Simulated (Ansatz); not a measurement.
## What each rung costs, and what it gives

Saddle point of SnSiH$_{8}$O, closed shell (SnSiH₆ ([SiH3][SnH3]) + H₂O → SnH₄O ([OH][SnH3]) + SiH₄; bonds formed: Sn1–O7, Si2–H6; bonds broken: Sn1–Si2, H6–O7), PBE0-D4/def2-TZVP structure:

```csv
atom,x (Å),y (Å),z (Å)
Sn1,-0.7429,-1.3321,-0.2226
Si2,0.1407,1.7145,0.0049
H3,-0.6117,-3.0179,0.0580
H4,-1.7763,-0.6597,0.9478
H5,-1.0801,-1.0098,-1.8498
H6,1.1232,0.0251,0.1242
O7,1.3622,-1.0922,0.0675
H8,-0.1269,2.2574,1.3757
H9,1.1011,2.6654,-0.6394
H10,-1.1501,1.9066,-0.7370
H11,1.7608,-1.4575,0.8707
```

Barriers are electronic and count from the start structure reached by relaxing down the imaginary mode.

Program: Ansatz 0.2.0. Basis: as named in each row. Cores are frozen in the correlated methods. Filled d shells of the heavier atoms are correlated. Core potentials replace the inner electrons of the atoms past krypton. The def2 sets are not built for correlating such inner shells, so the correlated values are less sure here. B3LYP uses VWN-RPA correlation. Extrapolation: Hartree–Fock as exp(−7.88 √X), correlation as X^−2.97.

Times are rough, for one single point on 4 threads of a shared host (Arm Neoverse V1).

The estimate by CCSD(T) at an estimated basis limit (MP2 extrapolated from triple and quadruple zeta, plus CCSD(T) − MP2 in triple zeta) is 45.67 kcal/mol.

```json
{"method": "SPW92", "basis": "def2-SVP", "time (s)": "under 1", "barrier (kcal/mol)": "31.49", "method less estimate": "-14.19"}
{"method": "PBE-D4", "basis": "def2-SVP", "time (s)": "under 1", "barrier (kcal/mol)": "37.05", "method less estimate": "-8.63"}
{"method": "PBE0-D4", "basis": "def2-SVP", "time (s)": "1", "barrier (kcal/mol)": "43.23", "method less estimate": "-2.45"}
{"method": "SPW92", "basis": "def2-TZVPP", "time (s)": "1", "barrier (kcal/mol)": "32.36", "method less estimate": "-13.31"}
{"method": "PBE-D4", "basis": "def2-TZVPP", "time (s)": "2", "barrier (kcal/mol)": "37.25", "method less estimate": "-8.42"}
{"method": "BLYP-D4", "basis": "def2-TZVPP", "time (s)": "2", "barrier (kcal/mol)": "39.08", "method less estimate": "-6.59"}
{"method": "B3LYP-D4", "basis": "def2-TZVPP", "time (s)": "2", "barrier (kcal/mol)": "43.24", "method less estimate": "-2.43"}
{"method": "BHLYP-D4", "basis": "def2-TZVPP", "time (s)": "2", "barrier (kcal/mol)": "48.77", "method less estimate": "3.10"}
{"method": "PBE0-D4", "basis": "def2-TZVPP", "time (s)": "3", "barrier (kcal/mol)": "42.48", "method less estimate": "-3.20"}
{"method": "CAM-B3LYP-D4", "basis": "def2-TZVPP", "time (s)": "3", "barrier (kcal/mol)": "45.01", "method less estimate": "-0.67"}
{"method": "r2SCAN-D4", "basis": "def2-TZVPP", "time (s)": "3", "barrier (kcal/mol)": "40.70", "method less estimate": "-4.97"}
{"method": "r2SCAN0-D4", "basis": "def2-TZVPP", "time (s)": "4", "barrier (kcal/mol)": "44.61", "method less estimate": "-1.07"}
{"method": "CCSD(T)", "basis": "def2-SVP", "time (s)": "4", "barrier (kcal/mol)": "49.15", "method less estimate": "3.48"}
{"method": "B2PLYP", "basis": "def2-TZVPP", "time (s)": "5", "barrier (kcal/mol)": "45.12", "method less estimate": "-0.55"}
{"method": "RPA on PBE", "basis": "def2-TZVPP", "time (s)": "5", "barrier (kcal/mol)": "45.72", "method less estimate": "0.04"}
{"method": "PBE-QIDH", "basis": "def2-TZVPP", "time (s)": "5", "barrier (kcal/mol)": "46.24", "method less estimate": "0.56"}
{"method": "wB97M-V", "basis": "def2-SVP", "time (s)": "6", "barrier (kcal/mol)": "45.11", "method less estimate": "-0.56"}
{"method": "wB97X-V", "basis": "def2-TZVPP", "time (s)": "7", "barrier (kcal/mol)": "46.11", "method less estimate": "0.43"}
{"method": "B97M-V", "basis": "def2-TZVPP", "time (s)": "8", "barrier (kcal/mol)": "41.98", "method less estimate": "-3.69"}
{"method": "wB97M-V", "basis": "def2-TZVPP", "time (s)": "8", "barrier (kcal/mol)": "45.09", "method less estimate": "-0.59"}
{"method": "MP2", "basis": "def2-QZVPP", "time (s)": "18", "barrier (kcal/mol)": "46.03", "method less estimate": "0.36"}
{"method": "CCSD(T)", "basis": "def2-TZVPP", "time (s)": "140", "barrier (kcal/mol)": "46.64", "method less estimate": "0.97"}
```

All methods are single points on the PBE0-D4 structures.

The T1 diagnostic stays at or below 0.015.

Labels in which every atom is bracketed show which atoms are joined, not bond orders.
